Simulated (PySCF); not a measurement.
NICS in isomers of C9H13P.

NICS = −σ at a ghost point: NICS(0) at the centroid of the ring atoms, NICS(1) 1 Å to either side along the normal of their mean plane, zz for the tensor component along that normal. Level: GIAO PBE0/pcSseg-1 (PySCF, non-relativistic, gas phase) on the GFN2-xTB geometries, one conformer each. Atom numbers follow the mapped SMILES.

Question: Order these rings by mean NICS(1)zz, lowest (most negative) first (ppm).
A. ring C2–C3–P4–C8–C9 in `[CH3:1][c:2]1[cH:3][p:4]([CH:5]2[CH2:6][CH2:7]2)[cH:8][c:9]1[CH3:10]`
B. ring C3–C4–C5–C6–P8–C9 in `[CH3:1][CH2:2][c:3]1[cH:4][cH:5][c:6]([CH3:7])[p:8][c:9]1[CH3:10]`
C. ring C5–C6–C7–C8–C9–P10 in `[CH3:1][C:2]([CH3:3])([CH3:4])[c:5]1[cH:6][cH:7][cH:8][cH:9][p:10]1`

Answer: C (-26.3), B (-24.5), A (-9.4).

```csv
SMILES,ring,NICS(0),NICS(1),NICS(1)zz,HOMA,rms pucker (Å),ring atoms with four or more neighbours
CC(C)(C)c1ccccp1,6-membered ring with P; formal bonds all aromatic,-7.5,-10.7,-26.3,0.92,0.00,0
CCc1ccc(C)pc1C,6-membered ring with P; formal bonds all aromatic,-7.4,-10.2,-24.5,0.91,0.00,0
Cc1cp(C2CC2)cc1C,5-membered ring with P; bonds drawn aromatic by RDKit's count,-3.6,-5.6,-9.4,0.05,0.04,0
```

NICS(0) gives the same order. The isotropic NICS(1) gives the same order. HOMA uses Krygowski's 1993 parameters. NICS(1) and NICS(1)zz are means over the two faces.
